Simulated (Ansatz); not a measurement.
InH2(OMe) (CH5InO), relaxed as a singlet with RKS B3LYP-D4/def2-TZVP in Ansatz, starting from the GFN2-xTB geometry. Force threshold 0.02 eV/Å.

In the def2 sets In takes a core potential; there is no spin–orbit coupling.

Start:

Cartesian coordinates in Å:
```
In -0.534 -0.533 1.514
H 0.546 0.447 2.423
H -1.708 -1.628 2.056
O -0.472 -0.440 -0.447
C 0.372 0.375 -1.222
H -0.236 1.039 -1.844
H 0.988 -0.255 -1.873
H 1.044 0.995 -0.607
```

Task: Estimate the energy that the relaxation releases and the steps that it takes.

Result: 0.03 eV, in 6 steps; 7.5 s on 4 threads of Arm Neoverse V1 on a shared host. No frequencies were taken in this run, so the end may be a saddle point.

Task: Does the start keep its bonding and symmetry?

Result: By distances, no bond broke or formed. The bond that changes most is In1–O4, from 1.96 to 2.00 Å (atoms count from 1). Point group Cs at the start, Cs at the end, both within 0.05 Å.

Task: Predict the relaxed structure.

Result: 
```xyz
8

In   -0.555   -0.552    1.544
H     0.590    0.498    2.278
H    -1.737   -1.666    2.069
O    -0.499   -0.455   -0.455
C     0.370    0.372   -1.193
H    -0.207    1.058   -1.825
H     1.001   -0.236   -1.852
H     1.037    0.981   -0.565
```
Bond lengths: 1 × C–O 1.41 Å; 1 × In–O 2.00 Å; 3 × C–H 1.10 Å; 2 × H–In 1.71 to 1.72 Å.
